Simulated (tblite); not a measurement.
A geometry optimisation, step by step.

Species: CH₉ClSi₃.
Bonds: Si1–Si2, Si2–Si3, Si2–C4, C4–Cl5. Hydrogens: H6, H7, H8 on Si1; H9 on Si2; H10, H11, H12 on Si3; H13, H14 on C4.

Computed with GFN2-xTB (tblite), gas phase: L-BFGS steps from a force-field or distance-geometry start until the largest atomic force falls under 0.01 eV/Å. 11 of its 88 geometries are shown.

Step 0: E = -446.6122 eV, largest atomic force 1.604 eV/Å
```
atom  x, y, z in Å  |  force x, y, z in eV/Å
Si1    -1.775    0.837    0.134   -1.518  -0.221   0.468
Si2     0.122   -0.042   -0.648    0.555   0.693  -0.670
Si3     1.869    1.030    0.287    0.615   0.395   0.235
C4      0.087   -1.845   -0.168    0.052  -0.479   1.082
Cl5    -1.633   -2.259    0.156    0.324  -0.906  -0.327
H6     -2.777    0.818   -0.946   -0.018   0.225   0.229
H7     -1.602    2.132    0.761   -0.051   0.311  -0.040
H8     -2.275   -0.083    1.189   -0.065   0.730  -0.048
H9      0.250    0.024   -2.089   -0.034  -0.137  -0.538
H10     1.599    1.142    1.742    0.303   0.077  -0.301
H11     1.916    2.376   -0.331    0.139  -0.266   0.293
H12     3.125    0.321    0.010    0.044   0.222   0.217
H13     0.483   -2.500   -0.935   -0.049  -0.269   0.304
H14     0.610   -1.952    0.816   -0.297  -0.375  -0.903
```

Step 9: E = -447.0672 eV, largest atomic force 0.342 eV/Å
```
atom  x, y, z in Å  |  force x, y, z in eV/Å
Si1    -1.883    0.839    0.149   -0.327   0.070   0.072
Si2     0.086   -0.021   -0.705    0.185   0.043   0.243
Si3     1.925    1.032    0.266    0.205   0.153   0.138
C4      0.085   -1.877   -0.166   -0.116  -0.154  -0.066
Cl5    -1.578   -2.516    0.076    0.058   0.045  -0.051
H6     -2.912    0.922   -0.900    0.008   0.022   0.176
H7     -1.672    2.190    0.696    0.006  -0.041  -0.130
H8     -2.396    0.062    1.290   -0.001   0.106  -0.168
H9      0.224   -0.040   -2.175   -0.078  -0.061   0.025
H10     1.729    1.184    1.730    0.059  -0.067  -0.304
H11     2.025    2.415   -0.256    0.037  -0.302   0.079
H12     3.247    0.388    0.097   -0.243   0.146   0.017
H13     0.520   -2.542   -0.904    0.165   0.014  -0.071
H14     0.597   -2.036    0.779    0.043   0.024   0.040
```

Step 17: E = -447.1192 eV, largest atomic force 0.150 eV/Å
```
atom  x, y, z in Å  |  force x, y, z in eV/Å
Si1    -1.927    0.858    0.144   -0.133   0.052   0.046
Si2     0.082   -0.020   -0.632   -0.087  -0.067   0.011
Si3     1.944    1.026    0.268    0.103   0.064   0.074
C4      0.112   -1.898   -0.179   -0.011  -0.078   0.078
Cl5    -1.546   -2.555    0.012    0.054   0.012  -0.078
H6     -3.001    0.954   -0.851    0.061  -0.024   0.014
H7     -1.679    2.228    0.620   -0.006  -0.034  -0.032
H8     -2.464    0.110    1.284    0.011   0.051  -0.018
H9      0.167   -0.076   -2.100   -0.020   0.056  -0.135
H10     1.769    1.168    1.717    0.009  -0.002   0.026
H11     2.078    2.386   -0.257   -0.032  -0.004  -0.027
H12     3.263    0.414    0.096    0.008  -0.076  -0.039
H13     0.600   -2.529   -0.918   -0.004   0.084  -0.040
H14     0.604   -2.068    0.773    0.047  -0.035   0.121
```

Step 26: E = -447.1364 eV, largest atomic force 0.127 eV/Å
```
atom  x, y, z in Å  |  force x, y, z in eV/Å
Si1    -1.954    0.867    0.146   -0.024   0.069   0.033
Si2     0.069   -0.023   -0.598   -0.108   0.021   0.064
Si3     1.953    1.012    0.277    0.053   0.029   0.030
C4      0.143   -1.901   -0.148   -0.047   0.006  -0.067
Cl5    -1.511   -2.584   -0.064    0.035  -0.017  -0.013
H6     -3.027    0.949   -0.852    0.061  -0.034   0.001
H7     -1.689    2.252    0.573   -0.028  -0.063  -0.017
H8     -2.507    0.160    1.302    0.012   0.023   0.000
H9      0.113   -0.049   -2.073    0.011   0.000  -0.030
H10     1.808    1.164    1.729    0.026   0.002  -0.004
H11     2.079    2.363   -0.273   -0.004   0.008  -0.003
H12     3.253    0.371    0.067   -0.005  -0.038  -0.014
H13     0.659   -2.467   -0.919    0.045  -0.048   0.051
H14     0.611   -2.114    0.811   -0.026   0.043  -0.032
```

Step 35: E = -447.1486 eV, largest atomic force 0.047 eV/Å
```
atom  x, y, z in Å  |  force x, y, z in eV/Å
Si1    -1.985    0.883    0.167    0.037   0.024   0.008
Si2     0.039   -0.013   -0.557   -0.016   0.011   0.013
Si3     1.960    0.995    0.282    0.002   0.000   0.006
C4      0.157   -1.897   -0.155   -0.009   0.017   0.005
Cl5    -1.468   -2.648   -0.159    0.030   0.007  -0.034
H6     -3.014    0.907   -0.876   -0.005  -0.018   0.038
H7     -1.727    2.282    0.539   -0.035  -0.030  -0.008
H8     -2.549    0.228    1.348   -0.005  -0.005  -0.023
H9      0.070   -0.011   -2.034    0.012   0.002  -0.035
H10     1.885    1.168    1.738    0.004  -0.013  -0.012
H11     2.082    2.341   -0.282    0.038  -0.015   0.000
H12     3.223    0.297    0.028   -0.010   0.021  -0.012
H13     0.750   -2.438   -0.890   -0.030   0.001   0.030
H14     0.578   -2.093    0.829   -0.011  -0.002   0.024
```

Step 44: E = -447.1541 eV, largest atomic force 0.096 eV/Å
```
atom  x, y, z in Å  |  force x, y, z in eV/Å
Si1    -1.984    0.885    0.178   -0.036   0.016   0.007
Si2     0.035    0.002   -0.558    0.024  -0.032   0.019
Si3     1.966    0.992    0.278    0.038   0.001  -0.009
C4      0.151   -1.881   -0.143   -0.014  -0.002  -0.014
Cl5    -1.462   -2.658   -0.230    0.078   0.056  -0.007
H6     -3.018    0.858   -0.854   -0.052   0.016  -0.049
H7     -1.778    2.295    0.538    0.000  -0.033  -0.012
H8     -2.554    0.228    1.351    0.027  -0.028   0.047
H9      0.077    0.005   -2.037   -0.011  -0.006  -0.004
H10     1.910    1.149    1.736    0.008   0.000  -0.040
H11     2.131    2.331   -0.289   -0.007   0.012   0.022
H12     3.211    0.276   -0.009    0.020  -0.018   0.015
H13     0.785   -2.419   -0.845   -0.025   0.022   0.035
H14     0.529   -2.066    0.862   -0.051  -0.002  -0.010
```

Step 52: E = -447.1621 eV, largest atomic force 0.253 eV/Å
```
atom  x, y, z in Å  |  force x, y, z in eV/Å
Si1    -2.052    0.869    0.198   -0.020   0.029   0.014
Si2     0.017    0.080   -0.522    0.046  -0.057  -0.037
Si3     2.035    0.959    0.226    0.025   0.020   0.038
C4      0.144   -1.796   -0.086   -0.028  -0.141   0.002
Cl5    -1.369   -2.641   -0.563    0.138   0.084   0.036
H6     -3.095    0.693   -0.815   -0.002   0.020   0.020
H7     -1.972    2.308    0.493    0.018  -0.058  -0.035
H8     -2.528    0.225    1.425    0.028  -0.015  -0.010
H9      0.057    0.063   -2.000   -0.037  -0.005  -0.008
H10     2.041    1.074    1.688    0.039  -0.001   0.005
H11     2.303    2.304   -0.290   -0.030  -0.020  -0.009
H12     3.198    0.140   -0.138   -0.014   0.035   0.033
H13     0.955   -2.298   -0.624   -0.174   0.091   0.160
H14     0.266   -1.979    0.986    0.010   0.019  -0.209
```

Step 61: E = -447.1706 eV, largest atomic force 0.033 eV/Å
```
atom  x, y, z in Å  |  force x, y, z in eV/Å
Si1    -2.029    0.853    0.186   -0.014   0.017   0.011
Si2     0.034    0.069   -0.552    0.012  -0.008  -0.019
Si3     2.030    0.970    0.240   -0.007   0.014  -0.002
C4      0.126   -1.800   -0.096    0.023   0.005   0.000
Cl5    -1.415   -2.603   -0.511   -0.002  -0.011  -0.002
H6     -3.094    0.721   -0.809   -0.001  -0.006   0.007
H7     -1.926    2.283    0.502    0.006  -0.004   0.003
H8     -2.483    0.175    1.403    0.009   0.011  -0.010
H9      0.055    0.039   -2.032    0.010   0.004   0.018
H10     2.029    1.090    1.702   -0.001   0.004  -0.008
H11     2.260    2.315   -0.289   -0.013   0.000   0.002
H12     3.220    0.183   -0.097    0.013  -0.001   0.001
H13     0.906   -2.330   -0.638   -0.006  -0.010  -0.007
H14     0.285   -1.964    0.968   -0.029  -0.014   0.005
```

Step 70: E = -447.1716 eV, largest atomic force 0.038 eV/Å
```
atom  x, y, z in Å  |  force x, y, z in eV/Å
Si1    -2.021    0.857    0.181   -0.008   0.011   0.035
Si2     0.040    0.063   -0.554    0.009  -0.020  -0.011
Si3     2.031    0.972    0.241   -0.025   0.015   0.007
C4      0.120   -1.808   -0.097    0.018  -0.003   0.000
Cl5    -1.420   -2.606   -0.525   -0.011  -0.001  -0.010
H6     -3.099    0.718   -0.798    0.008   0.012  -0.006
H7     -1.910    2.285    0.504   -0.005  -0.022  -0.015
H8     -2.466    0.177    1.401    0.005   0.009   0.010
H9      0.062    0.039   -2.033    0.014  -0.009   0.012
H10     2.030    1.100    1.702   -0.006   0.000  -0.007
H11     2.235    2.320   -0.291    0.005  -0.007   0.000
H12     3.231    0.199   -0.090    0.011   0.006  -0.009
H13     0.901   -2.344   -0.634   -0.010   0.011   0.021
H14     0.265   -1.973    0.970   -0.005  -0.003  -0.026
```

Step 78: E = -447.1733 eV, largest atomic force 0.025 eV/Å
```
atom  x, y, z in Å  |  force x, y, z in eV/Å
Si1    -2.012    0.857    0.195   -0.001   0.006   0.000
Si2     0.044    0.051   -0.543    0.007   0.005  -0.024
Si3     2.031    0.975    0.240    0.004   0.012  -0.006
C4      0.103   -1.821   -0.095   -0.019   0.003  -0.004
Cl5    -1.406   -2.615   -0.630    0.007   0.008  -0.009
H6     -3.103    0.702   -0.769    0.005  -0.009   0.002
H7     -1.907    2.293    0.479    0.010  -0.004   0.004
H8     -2.432    0.201    1.436   -0.006   0.010   0.003
H9      0.088    0.036   -2.022   -0.011  -0.016   0.008
H10     2.047    1.112    1.700   -0.004  -0.003   0.001
H11     2.207    2.322   -0.306    0.001   0.006   0.009
H12     3.246    0.230   -0.106   -0.007  -0.003   0.004
H13     0.919   -2.353   -0.578    0.007  -0.006  -0.009
H14     0.173   -1.992    0.977    0.008  -0.007   0.021
```

Step 87: E = -447.1740 eV, largest atomic force 0.007 eV/Å
```
atom  x, y, z in Å  |  force x, y, z in eV/Å
Si1    -2.004    0.860    0.200    0.001   0.003   0.002
Si2     0.047    0.043   -0.543    0.001   0.000  -0.004
Si3     2.026    0.984    0.240   -0.002  -0.001   0.001
C4      0.103   -1.830   -0.097   -0.002  -0.002   0.000
Cl5    -1.404   -2.613   -0.655    0.005  -0.003   0.001
H6     -3.096    0.700   -0.761   -0.001   0.002   0.000
H7     -1.884    2.296    0.474    0.000  -0.001  -0.004
H8     -2.431    0.223    1.448    0.004   0.000   0.000
H9      0.083    0.012   -2.021   -0.005   0.004   0.000
H10     2.039    1.117    1.700   -0.007   0.000  -0.001
H11     2.192    2.334   -0.303    0.001  -0.001   0.007
H12     3.245    0.245   -0.103    0.004  -0.001  -0.004
H13     0.921   -2.360   -0.577    0.000  -0.002   0.002
H14     0.163   -2.010    0.975    0.001   0.001   0.001
```

Problem. Summarise the path.

Solution. The energy falls by 0.5618 eV from step 0 to step 87; nine tenths of that is first reached at step 17. It rises by more than 0.2 meV at step 52. The largest force goes from 1.604 to 0.007 eV/Å. Among the bonds Si1–Si2 changes most, from 2.232 to 2.329 Å; the atoms move by 0.412 Å rms after alignment.

Problem. Follow the three bonds and two angles with the largest change from start to end.

Solution. 
```json
{"step": "0", "E above end (eV)": "0.5618", "largest force (eV/Å)": "1.604", "Si1–Si2 (Å)": "2.232", "Si2–Si3 (Å)": "2.253", "Si2–C4 (Å)": "1.866", "Si1–Si2–Si3 (°)": "109.1", "H6–Si1–H7 (°)": "114.2"}
{"step": "4", "E above end (eV)": "0.2403", "largest force (eV/Å)": "0.549", "Si1–Si2 (Å)": "2.329", "Si2–Si3 (Å)": "2.293", "Si2–C4 (Å)": "1.944", "Si1–Si2–Si3 (°)": "110.8", "H6–Si1–H7 (°)": "113.7"}
{"step": "8", "E above end (eV)": "0.1299", "largest force (eV/Å)": "0.424", "Si1–Si2 (Å)": "2.309", "Si2–Si3 (Å)": "2.321", "Si2–C4 (Å)": "1.936", "Si1–Si2–Si3 (°)": "110.6", "H6–Si1–H7 (°)": "109.6"}
{"step": "11", "E above end (eV)": "0.0827", "largest force (eV/Å)": "0.264", "Si1–Si2 (Å)": "2.331", "Si2–Si3 (Å)": "2.340", "Si2–C4 (Å)": "1.936", "Si1–Si2–Si3 (°)": "110.8", "H6–Si1–H7 (°)": "107.1"}
{"step": "15", "E above end (eV)": "0.0643", "largest force (eV/Å)": "0.189", "Si1–Si2 (Å)": "2.328", "Si2–Si3 (Å)": "2.319", "Si2–C4 (Å)": "1.936", "Si1–Si2–Si3 (°)": "112.4", "H6–Si1–H7 (°)": "106.5"}
{"step": "19", "E above end (eV)": "0.0488", "largest force (eV/Å)": "0.123", "Si1–Si2 (Å)": "2.331", "Si2–Si3 (Å)": "2.333", "Si2–C4 (Å)": "1.933", "Si1–Si2–Si3 (°)": "113.6", "H6–Si1–H7 (°)": "106.5"}
{"step": "23", "E above end (eV)": "0.0426", "largest force (eV/Å)": "0.108", "Si1–Si2 (Å)": "2.335", "Si2–Si3 (Å)": "2.334", "Si2–C4 (Å)": "1.937", "Si1–Si2–Si3 (°)": "114.0", "H6–Si1–H7 (°)": "106.5"}
{"step": "26", "E above end (eV)": "0.0376", "largest force (eV/Å)": "0.127", "Si1–Si2 (Å)": "2.332", "Si2–Si3 (Å)": "2.321", "Si2–C4 (Å)": "1.932", "Si1–Si2–Si3 (°)": "114.5", "H6–Si1–H7 (°)": "106.1"}
{"step": "30", "E above end (eV)": "0.0316", "largest force (eV/Å)": "0.119", "Si1–Si2 (Å)": "2.323", "Si2–Si3 (Å)": "2.329", "Si2–C4 (Å)": "1.930", "Si1–Si2–Si3 (°)": "115.6", "H6–Si1–H7 (°)": "105.9"}
{"step": "34", "E above end (eV)": "0.0258", "largest force (eV/Å)": "0.069", "Si1–Si2 (Å)": "2.326", "Si2–Si3 (Å)": "2.327", "Si2–C4 (Å)": "1.931", "Si1–Si2–Si3 (°)": "116.1", "H6–Si1–H7 (°)": "106.7"}
{"step": "38", "E above end (eV)": "0.0237", "largest force (eV/Å)": "0.061", "Si1–Si2 (Å)": "2.330", "Si2–Si3 (Å)": "2.326", "Si2–C4 (Å)": "1.928", "Si1–Si2–Si3 (°)": "116.4", "H6–Si1–H7 (°)": "106.5"}
{"step": "42", "E above end (eV)": "0.0217", "largest force (eV/Å)": "0.098", "Si1–Si2 (Å)": "2.321", "Si2–Si3 (Å)": "2.324", "Si2–C4 (Å)": "1.931", "Si1–Si2–Si3 (°)": "116.6", "H6–Si1–H7 (°)": "106.7"}
{"step": "45", "E above end (eV)": "0.0188", "largest force (eV/Å)": "0.096", "Si1–Si2 (Å)": "2.328", "Si2–Si3 (Å)": "2.326", "Si2–C4 (Å)": "1.931", "Si1–Si2–Si3 (°)": "116.6", "H6–Si1–H7 (°)": "106.9"}
{"step": "49", "E above end (eV)": "0.0122", "largest force (eV/Å)": "0.099", "Si1–Si2 (Å)": "2.335", "Si2–Si3 (Å)": "2.329", "Si2–C4 (Å)": "1.929", "Si1–Si2–Si3 (°)": "119.5", "H6–Si1–H7 (°)": "107.0"}
{"step": "53", "E above end (eV)": "0.0076", "largest force (eV/Å)": "0.078", "Si1–Si2 (Å)": "2.329", "Si2–Si3 (Å)": "2.325", "Si2–C4 (Å)": "1.930", "Si1–Si2–Si3 (°)": "121.6", "H6–Si1–H7 (°)": "107.1"}
{"step": "57", "E above end (eV)": "0.0050", "largest force (eV/Å)": "0.042", "Si1–Si2 (Å)": "2.328", "Si2–Si3 (Å)": "2.326", "Si2–C4 (Å)": "1.927", "Si1–Si2–Si3 (°)": "121.0", "H6–Si1–H7 (°)": "106.6"}
{"step": "61", "E above end (eV)": "0.0034", "largest force (eV/Å)": "0.033", "Si1–Si2 (Å)": "2.327", "Si2–Si3 (Å)": "2.328", "Si2–C4 (Å)": "1.927", "Si1–Si2–Si3 (°)": "121.4", "H6–Si1–H7 (°)": "106.6"}
{"step": "64", "E above end (eV)": "0.0032", "largest force (eV/Å)": "0.022", "Si1–Si2 (Å)": "2.330", "Si2–Si3 (Å)": "2.329", "Si2–C4 (Å)": "1.927", "Si1–Si2–Si3 (°)": "121.3", "H6–Si1–H7 (°)": "106.7"}
{"step": "68", "E above end (eV)": "0.0028", "largest force (eV/Å)": "0.028", "Si1–Si2 (Å)": "2.328", "Si2–Si3 (Å)": "2.328", "Si2–C4 (Å)": "1.927", "Si1–Si2–Si3 (°)": "121.1", "H6–Si1–H7 (°)": "106.9"}
{"step": "72", "E above end (eV)": "0.0021", "largest force (eV/Å)": "0.027", "Si1–Si2 (Å)": "2.329", "Si2–Si3 (Å)": "2.329", "Si2–C4 (Å)": "1.928", "Si1–Si2–Si3 (°)": "121.1", "H6–Si1–H7 (°)": "107.2"}
{"step": "76", "E above end (eV)": "0.0012", "largest force (eV/Å)": "0.042", "Si1–Si2 (Å)": "2.329", "Si2–Si3 (Å)": "2.327", "Si2–C4 (Å)": "1.926", "Si1–Si2–Si3 (°)": "121.0", "H6–Si1–H7 (°)": "106.8"}
{"step": "79", "E above end (eV)": "0.0006", "largest force (eV/Å)": "0.020", "Si1–Si2 (Å)": "2.329", "Si2–Si3 (Å)": "2.328", "Si2–C4 (Å)": "1.927", "Si1–Si2–Si3 (°)": "120.5", "H6–Si1–H7 (°)": "106.5"}
{"step": "83", "E above end (eV)": "0.0004", "largest force (eV/Å)": "0.022", "Si1–Si2 (Å)": "2.329", "Si2–Si3 (Å)": "2.328", "Si2–C4 (Å)": "1.927", "Si1–Si2–Si3 (°)": "120.2", "H6–Si1–H7 (°)": "106.6"}
{"step": "87", "E above end (eV)": "0.0000", "largest force (eV/Å)": "0.007", "Si1–Si2 (Å)": "2.329", "Si2–Si3 (Å)": "2.328", "Si2–C4 (Å)": "1.926", "Si1–Si2–Si3 (°)": "120.0", "H6–Si1–H7 (°)": "106.9"}
```

What follows is the cost of the whole relaxation. The run took 1.1 s of wall time on one thread of an Arm Neoverse N1, shared host with 64 logical CPUs at a one-minute load of 60.
